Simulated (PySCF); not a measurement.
## Ar+ (argon, charge +1) across methods

[Ne] 3s2 3p4 4s1, high-spin 4P determinant (an excited configuration). All numbers are calculated (PySCF 2.14, the spin-free X2C one-electron Hamiltonian (Gaussian nucleus), in aug-cc-pCVQZ-DK (10s9p7d5f3g, 134 functions)).

```tsv
method	E (hartree)	mean ε 3p α (eV)	mean ε 3p β (eV)	mean ε 4s α (eV)	Σ⟨r²⟩ (bohr²)	⟨S²⟩
PBE0	-528.0218	-30.904	-28.331	-9.136	31.93	3.754
LDA	-526.5493	-28.818	-26.377	-8.702	31.63	3.751
r2SCAN	-528.1368	-29.457	-26.773	-8.536	31.64	3.756
M06-2X	-528.1782	-32.565	-30.125	-9.921	32.39	3.754
wB97M-V	-528.1409	-32.944	-30.567	-10.634	31.65	3.752
PBE	-527.9892	-28.733	-26.299	-8.511	31.46	3.753
B3LYP	-528.2000	-30.399	-28.041	-9.042	31.89	3.753
UHF	-527.50807	-36.083	-32.862	-10.489	32.65	3.760
```

The outer electron is Rydberg-like, and this basis confines it to a smaller radius and binds it less than a complete one would.
